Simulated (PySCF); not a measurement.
**Dipole polarisabilities along group 8**

Calculated with PySCF 2.14 for the ground configurations, without spin-orbit coupling: coupled response for Hartree-Fock and DFT. Mean α in bohr³, C₆ of like pairs in atomic units.

| species | α UHF | α PBE | α PBE0 | α recommended (Schwerdtfeger and Nagle) | C₆ UHF | C₆ PBE | C₆ PBE0 |
| --- | --- | --- | --- | --- | --- | --- | --- |
| Fe [Ar] 3d6 4s2 (aug-cc-pwCVTZ-DK, spin-free X2C) | 81.99 | 60.67 | 64.29 | 62 ± 4 | 779.2 | 536.0 | 578.8 |
| Ru [Kr] 4d7 5s1 (aug-cc-pwCVTZ-PP with ECP28MDF, ECP) | 93.57 | 57.40 | 61.77 | 72 ± 10 | 892.2 | 529.7 | 568.7 |
| Os [Xe] 4f14 5d6 6s2 (aug-cc-pwCVTZ-PP with ECP60MDF, ECP) | 77.04 | 55.35 | 58.16 | 57 ± 3 | 876.8 | 623.7 | 659.0 |

Hartree-Fock lacks correlation. All values carry a basis error, and heavy open shells lack spin-orbit coupling.
